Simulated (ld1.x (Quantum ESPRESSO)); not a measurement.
Scattering properties, TM potential for Pb (Z = 82)

```json
{
  "Element": "Pb",
  "Generator": "ld1.x (Quantum ESPRESSO) 7.5",
  "Type": "norm-conserving Troullier–Martins (Kleinman–Bylander form)",
  "Functional": "PBE",
  "Relativity": "scalar-relativistic",
  "Frozen core": "[Xe] 4f14",
  "Valence charge": "14",
  "Reference configuration": "5d10 6s2 6p2",
  "Partial waves": "6s (bound): rc 2.05 bohr; 5d (bound): rc 1.70 bohr; 6p (bound): rc 2.60 bohr",
  "Local potential": "the p channel",
  "Core correction": "Bessel-smoothed model core inside 1.00 bohr"
}
```

The phase is arctan(r·u′/u) with u = r·R(r), unwrapped; energies in Ry, scanned from -4 to 5 Ry. A pole is an energy at which the radial function vanishes at the test radius. The pseudo phase is shifted by a multiple of π to meet the all-electron one at the reference energy, and phase errors are pseudo minus all-electron; the curves can meet again beyond the range given. Levels narrower than the energy grid can be missing from the lists of poles.

```
channel  radius (bohr)  reference energy (Ry)  poles, all-electron  poles, pseudo  unbroken range about the reference energy with phases within 0.05 rad  phase error 1 Ry above the reference energy (rad)
      s           2.86                  -0.88                -0.04    -0.05, 4.43                                                              below 1.6                                             -0.004
      p           2.86                  -0.26                 1.45           1.38                                                              below 2.8                                             -0.005
      d           2.86                  -1.56          -1.48, 3.86          -1.47                                                              below 0.2                                             +0.013
```

Phases in the p channel:

```json
{"E (Ry)": "-4.00", "all-electron": "1.379", "pseudo": "1.377"}
{"E (Ry)": "-3.52", "all-electron": "1.363", "pseudo": "1.361"}
{"E (Ry)": "-3.04", "all-electron": "1.342", "pseudo": "1.341"}
{"E (Ry)": "-2.56", "all-electron": "1.313", "pseudo": "1.312"}
{"E (Ry)": "-2.08", "all-electron": "1.272", "pseudo": "1.270"}
{"E (Ry)": "-1.60", "all-electron": "1.204", "pseudo": "1.202"}
{"E (Ry)": "-1.12", "all-electron": "1.070", "pseudo": "1.068"}
{"E (Ry)": "-0.64", "all-electron": "0.696", "pseudo": "0.695"}
{"E (Ry)": "-0.16", "all-electron": "-0.508", "pseudo": "-0.508"}
{"E (Ry)": "0.32", "all-electron": "-1.232", "pseudo": "-1.236"}
{"E (Ry)": "0.80", "all-electron": "-1.446", "pseudo": "-1.451"}
{"E (Ry)": "1.28", "all-electron": "-1.546", "pseudo": "-1.554"}
{"E (Ry)": "1.76", "all-electron": "-1.611", "pseudo": "-1.624"}
{"E (Ry)": "2.24", "all-electron": "-1.665", "pseudo": "-1.687"}
{"E (Ry)": "2.72", "all-electron": "-1.720", "pseudo": "-1.761"}
{"E (Ry)": "3.20", "all-electron": "-1.789", "pseudo": "-1.881"}
{"E (Ry)": "3.68", "all-electron": "-1.898", "pseudo": "-2.175"}
{"E (Ry)": "4.16", "all-electron": "-2.131", "pseudo": "-3.323"}
{"E (Ry)": "4.64", "all-electron": "-2.851", "pseudo": "-4.251"}
```
